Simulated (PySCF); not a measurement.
Running PySCF for KI⁺

File input.py (PySCF 2.14):

```python
from pyscf import gto, scf, mp

mol = gto.M(
    atom='K 0 0 0; I 0 0 3.12',
    basis='lanl2dz',
    ecp={'K': 'lanl2dz', 'I': 'lanl2dz'},
    charge=1,
    spin=1,
    verbose=3,
)
mf = scf.UHF(mol)
mf.kernel()
mp.MP2(mf).kernel()
mf.dip_moment()
print('orbital energies (hartree):', [e[max(0, n-3):n+3].round(4) for e, n in zip(mf.mo_energy, mol.nelec)])
```

```bash
$ python input.py
```

It prints (some set-up lines and the per-cycle HOMO/LUMO lines with their warnings removed):

```
converged SCF energy = -38.8530272248076  <S^2> = 0.75048606  2S+1 = 2.000486
E(UMP2) = -38.8629366144014  E_corr = -0.00990938959379796
E(SCS-UMP2) = -38.8633744539985  E_corr = -0.0103472291908855

WARN: System has nonzero charge 1; the dipole moment is origin-dependent.
Location of origin: [0. 0. 0.]

Dipole moment(X, Y, Z, Debye):  0.00000, -0.00000,  0.30551
orbital energies (hartree): [array([-0.6138, -0.5734, -0.5632, -0.134 , -0.0924, -0.0895]), array([-0.9805, -0.5465, -0.5366, -0.2208, -0.1334, -0.0893])]
```

In short: E(SCF) = -38.853027 Eh, E(MP2) − E(SCF) = -0.00991 Eh, ⟨S²⟩ = 0.750.

Wall time 1 s on one thread of a shared host.

The bond length is a typed value, not an optimised one. The dipole of an ion depends on the origin. No search for the lowest solution was made.
